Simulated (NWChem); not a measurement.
System: SiP₂H₆; SMILES P[SiH2]P

```xyz
9

Si     0.0000     0.0000    -0.8195
P     -1.9727     0.0000     0.3323
P      1.9727     0.0000     0.3323
H      0.0000     1.2186    -1.7043
H      0.0000    -1.2186    -1.7043
H     -1.5403    -1.0441     1.2280
H     -1.5403     1.0441     1.2280
H      1.5403     1.0441     1.2280
H      1.5403    -1.0441     1.2280
```
Atoms are numbered in this order, from 1.

All runs: NWChem. Pople sets run with spherical d functions. The geometry was optimised at PBE-D3(BJ)/def2-SVP. Ions are spin-unrestricted doublets at the neutral geometry; other ion states weren't tried. Functional: LC-ωPBE (HJS hole) with 6-31G*; rows give the range parameter ω in 1/bohr.

Problem. At which range parameter does −ε(HOMO) equal the ΔSCF ionisation energy (optimal tuning)?

Solution. about 0.33 per bohr, by linear interpolation in these runs:
```json
[
 {"range parameter (1/bohr)": "0.15", "vertical ionisation energy, ΔSCF (eV)": "8.96", "−ε(HOMO) (eV)": "8.02", "ΔSCF minus −ε(HOMO) (eV)": "0.94"},
 {"range parameter (1/bohr)": "0.25", "vertical ionisation energy, ΔSCF (eV)": "9.18", "−ε(HOMO) (eV)": "8.87", "ΔSCF minus −ε(HOMO) (eV)": "0.31"},
 {"range parameter (1/bohr)": "0.40", "vertical ionisation energy, ΔSCF (eV)": "9.41", "−ε(HOMO) (eV)": "9.66", "ΔSCF minus −ε(HOMO) (eV)": "-0.25"},
 {"range parameter (1/bohr)": "0.60", "vertical ionisation energy, ΔSCF (eV)": "9.55", "−ε(HOMO) (eV)": "10.15", "ΔSCF minus −ε(HOMO) (eV)": "-0.60"},
 {"range parameter (1/bohr)": "0.80", "vertical ionisation energy, ΔSCF (eV)": "9.60", "−ε(HOMO) (eV)": "10.35", "ΔSCF minus −ε(HOMO) (eV)": "-0.75"}
]
```
